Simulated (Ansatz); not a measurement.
One change: `P[SiH]1CS1` becomes `O[SiH]1CS1`.

Ansatz, PBE0-D4/def2-TZVP geometries, multiplicity 1. Each molecule was computed in one conformer, which needn't be the lowest.

```tsv
property	`P[SiH]1CS1`
size of the dipole moment (B3LYP/def2-TZVPP) / D	1.25
zero-point energy (PBE0-D4/def2-TZVP) / kJ/mol	144.5
HOMO–LUMO gap (ωB97M-V/def2-TZVPP) / eV	10.25
HOMO energy (ωB97M-V/def2-TZVPP) / eV	-8.97
LUMO energy (B3LYP/def2-TZVPP) / eV	-0.74
HOMO–LUMO gap (PBE0/def2-TZVPP) / eV	6.31
```

Problem. What does the change do to each property? (An estimate is asked.)

Solution. Ansatz gave: 
```csv
property,`O[SiH]1CS1`,shift
size of the dipole moment (B3LYP/def2-TZVPP) / D,1.45,0.20
zero-point energy (PBE0-D4/def2-TZVP) / kJ/mol,135.2,-9.3
HOMO–LUMO gap (ωB97M-V/def2-TZVPP) / eV,11.20,0.95
HOMO energy (ωB97M-V/def2-TZVPP) / eV,-9.27,-0.30
LUMO energy (B3LYP/def2-TZVPP) / eV,-0.11,0.63
HOMO–LUMO gap (PBE0/def2-TZVPP) / eV,7.26,0.95
```

With PBE0 the HOMO falls by 0.23 eV and the LUMO rises by 0.73 eV, so the gap widens by about 0.96 eV. PBE moves the HOMO by -0.18 eV and ωB97M-V by -0.30 eV. The zero-point energy changes by -9.3 kJ/mol with -3 modes. Dipoles are sizes alone; their direction can turn.

B3LYP here is the variant with VWN-RPA as its local correlation; programs differ in this.
